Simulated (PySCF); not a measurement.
C₂H₇O, SMILES CC[OH2+], charge +1. Heavy atoms are numbered as in [CH3:1][CH2:2][OH2+:3]. Hydrogens are named by the atom that carries them.

Geometry: B3LYP-D3(BJ)/def2-TZVP. The isomer is the one that the SMILES or the coordinates give; other isomers of the formula were not compared.

The numbers are results of PySCF with PBE/pcSseg-1, not measurements.

GIAO shieldings, no solvent; atoms alike by connectivity are averaged. δ = σ(ref) − σ: ¹³C against TMS (σ = 182.0 ppm); ¹⁷O against H2O (σ = 334.3 ppm); ¹H against TMS (σ = 31.49 ppm), references at their B3LYP-D3(BJ)/def2-TZVP geometries, non-relativistic.

```csv
nucleus,atoms,count,δ (ppm)
¹³C,C2 (CH2),1,107.6
¹³C,C1 (CH3),1,19.5
¹⁷O,O3 (OH2),1,76.0
¹H,H on C2,2,5.88
¹H,H on O3,2,5.12
¹H,H on C1,3,2.32
```
